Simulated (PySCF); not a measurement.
**How methods differ on the excitation energy of Tc**

Tc [Kr] 4d5 5s2 (6S) → Tc [Kr] 4d4 5s2 6s1 (6D), as a difference of total energies. All numbers are calculated (PySCF 2.14, a scalar-relativistic core potential, in aug-cc-pVDZ-PP with ECP28MDF (5s5p4d2f, 54 functions)). Correlated levels: valence: 4s2 4p6 frozen. The calculations carry no spin-orbit coupling.

```json
{"method": "UHF", "excitation energy (cm⁻¹)": "78774"}
{"method": "LDA", "excitation energy (cm⁻¹)": "83321"}
{"method": "PBE", "excitation energy (cm⁻¹)": "81948"}
{"method": "PBE0", "excitation energy (cm⁻¹)": "82370"}
{"method": "r2SCAN", "excitation energy (cm⁻¹)": "84302"}
{"method": "HSE06", "excitation energy (cm⁻¹)": "82192"}
{"method": "B2PLYP", "excitation energy (cm⁻¹)": "81343"}
{"method": "BLYP", "excitation energy (cm⁻¹)": "80322"}
{"method": "MP2 (valence)", "excitation energy (cm⁻¹)": "82304"}
{"method": "SCS-MP2 (valence)", "excitation energy (cm⁻¹)": "79232"}
```

The upper state lies above the first ionisation limit, where it may autoionise and the basis confines it. A Rydberg-like electron needs more diffuse functions than a valence basis has.

The promoted electron is Rydberg-like, and one or two diffuse shells describe it only roughly, which tends to raise the upper state.
